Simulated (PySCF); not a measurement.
C3H5NOSi, SMILES O[Si@@H]1C=CC=N1.

Coordinates come from a PBE0-D3(BJ)/def2-SVP optimisation. The structure was generated by enumeration; whether it is a known compound was not checked. One conformer was computed; it need not be the lowest.

All values below come from PBE/def2-TZVP in PySCF.

The molecule is in vacuum.

Computed frontier levels, gap, dipole moment and polarisability:
| Property | Value |
|---|---|
| highest occupied level | -5.92 eV |
| lowest empty level | -3.09 eV |
| orbital gap | 2.83 eV |
| dipole moment | 2.71 D |
| quadrupole, principal values (traceless, Buckingham form, about the centre of nuclear charge) | -4.41, 0.18, 4.23 D·Å |
| mean static polarisability | 65.7 bohr³ (9.73 Å³) |
| polarisability, principal values | 48.3, 66.1, 82.7 bohr³ |
